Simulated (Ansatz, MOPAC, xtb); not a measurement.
Diatomic TaTe, multiplicity 4 (lowest of 2S+1 = 2, 4, 6, 8 at PBE0/def2-TZVPP; our sources give no spin for the ground state, which may be another). No spin–orbit coupling.

Seven points along R, fitted to fifth degree in 1/R; most abundant isotopes. Runs in def2 and cc sets follow the lowest solution found near the PBE0 minimum.

The values were computed with Ansatz (a quantum-chemistry and plane-wave program) with Gaussian orbitals; MOPAC for PM6 (differences of heats of formation); xtb for the GFN methods. Values without a source in brackets are computed. In def2 rows elements past Kr take small-core potentials, without spin–orbit coupling. The GFN methods have no spin term and hold the electronic entropy of 300 K.

```
level                 r_e (Å)  ω_e (cm⁻¹)  ω_e x_e (cm⁻¹)  α_e (cm⁻¹)  dipole (D)
--------------------  -------  ----------  --------------  ----------  ----------
PM6                     2.407         373            0.37      4.4e-5           -
GFN1-xTB                2.543         308            0.74      9.7e-5           -
GFN2-xTB                2.607         215             1.0     0.00014           -
SVWN5/def2-TZVPP        2.468         260            0.40      7.2e-5        3.43
B3LYP/def2-TZVPP        2.501         252            0.38      7.0e-5        4.36
BHLYP/def2-TZVPP        2.491         259            0.36      6.6e-5        5.44
CAM-B3LYP/def2-TZVPP    2.480         264            0.36      6.6e-5        5.04
wB97X-V/def2-TZVPP      2.470         270            0.35      6.4e-5        5.48
wB97M-V/def2-TZVPP      2.473         268            0.35      6.5e-5        5.32
B2PLYP/def2-TZVPP       2.489         255            0.15      6.5e-5           -
```

Correlated levels freeze the inner cores; with def2 sets outer-core shells near the valence are correlated too. The state reached by PM6 isn't checked.
